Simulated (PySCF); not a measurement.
C2H7OSi, SMILES C[Si](C)O (connectivity only; charge and spin as stated), charge +1, multiplicity 1.

Geometry optimised at PBE-D3(BJ)/def2-SVP. The multiplicity is an assumed one; no other spin state was optimised. The isomer is the one that the SMILES or the coordinates give; other isomers of the formula were not compared. Other conformers were not sampled.

All values below come from PBE-D3(BJ)/def2-SVP (PySCF).

Frequencies are harmonic and unscaled.

```json
[
 {"mode": "1", "ν (cm⁻¹)": "18", "IR (km/mol)": "0.1", "moving atoms (share of kinetic energy)": "H 99 %"},
 {"mode": "2", "ν (cm⁻¹)": "53", "IR (km/mol)": "0.9", "moving atoms (share of kinetic energy)": "H 93 %"},
 {"mode": "3", "ν (cm⁻¹)": "204", "IR (km/mol)": "0.8", "moving atoms (share of kinetic energy)": "C 41 %, H 37 %, Si 14 %"},
 {"mode": "4", "ν (cm⁻¹)": "227", "IR (km/mol)": "2.3", "moving atoms (share of kinetic energy)": "Si 50 %, H 31 %, C 10 %, O 9 %"},
 {"mode": "5", "ν (cm⁻¹)": "270", "IR (km/mol)": "14.5", "moving atoms (share of kinetic energy)": "O 38 %, H 27 %, C 21 %, Si 14 %"},
 {"mode": "6", "ν (cm⁻¹)": "504", "IR (km/mol)": "131.6", "moving atoms (share of kinetic energy)": "H 90 %, O 9 %"},
 {"mode": "7", "ν (cm⁻¹)": "630", "IR (km/mol)": "2.0", "moving atoms (share of kinetic energy)": "C 64 %, H 20 %, O 14 %"},
 {"mode": "8", "ν (cm⁻¹)": "663", "IR (km/mol)": "105.8", "moving atoms (share of kinetic energy)": "H 85 %"},
 {"mode": "9", "ν (cm⁻¹)": "667", "IR (km/mol)": "29.1", "moving atoms (share of kinetic energy)": "H 82 %, C 16 %"},
 {"mode": "10", "ν (cm⁻¹)": "704", "IR (km/mol)": "58.6", "moving atoms (share of kinetic energy)": "H 61 %, C 27 %"},
 {"mode": "11", "ν (cm⁻¹)": "774", "IR (km/mol)": "47.8", "moving atoms (share of kinetic energy)": "H 67 %, C 21 %, Si 11 %"},
 {"mode": "12", "ν (cm⁻¹)": "813", "IR (km/mol)": "19.4", "moving atoms (share of kinetic energy)": "H 68 %, C 24 %, O 9 %"},
 {"mode": "13", "ν (cm⁻¹)": "860", "IR (km/mol)": "157.0", "moving atoms (share of kinetic energy)": "Si 43 %, H 27 %, C 26 %"},
 {"mode": "14", "ν (cm⁻¹)": "1017", "IR (km/mol)": "113.3", "moving atoms (share of kinetic energy)": "Si 44 %, O 41 %, H 13 %"},
 {"mode": "15", "ν (cm⁻¹)": "1219", "IR (km/mol)": "54.6", "moving atoms (share of kinetic energy)": "H 78 %, C 21 %"},
 {"mode": "16", "ν (cm⁻¹)": "1222", "IR (km/mol)": "37.4", "moving atoms (share of kinetic energy)": "H 80 %, C 19 %"},
 {"mode": "17", "ν (cm⁻¹)": "1335", "IR (km/mol)": "0.9", "moving atoms (share of kinetic energy)": "H 95 %"},
 {"mode": "18", "ν (cm⁻¹)": "1338", "IR (km/mol)": "1.6", "moving atoms (share of kinetic energy)": "H 96 %"},
 {"mode": "19", "ν (cm⁻¹)": "1351", "IR (km/mol)": "15.9", "moving atoms (share of kinetic energy)": "H 96 %"},
 {"mode": "20", "ν (cm⁻¹)": "1356", "IR (km/mol)": "31.4", "moving atoms (share of kinetic energy)": "H 96 %"},
 {"mode": "21", "ν (cm⁻¹)": "2964", "IR (km/mol)": "40.2", "moving atoms (share of kinetic energy)": "H 97 %"},
 {"mode": "22", "ν (cm⁻¹)": "2970", "IR (km/mol)": "24.0", "moving atoms (share of kinetic energy)": "H 97 %"},
 {"mode": "23", "ν (cm⁻¹)": "3053", "IR (km/mol)": "13.5", "moving atoms (share of kinetic energy)": "H 91 %, C 9 %"},
 {"mode": "24", "ν (cm⁻¹)": "3059", "IR (km/mol)": "26.4", "moving atoms (share of kinetic energy)": "H 91 %, C 9 %"},
 {"mode": "25", "ν (cm⁻¹)": "3102", "IR (km/mol)": "13.7", "moving atoms (share of kinetic energy)": "H 91 %, C 9 %"},
 {"mode": "26", "ν (cm⁻¹)": "3106", "IR (km/mol)": "22.4", "moving atoms (share of kinetic energy)": "H 90 %, C 10 %"},
 {"mode": "27", "ν (cm⁻¹)": "3710", "IR (km/mol)": "278.0", "moving atoms (share of kinetic energy)": "H 94 %"}
]
```
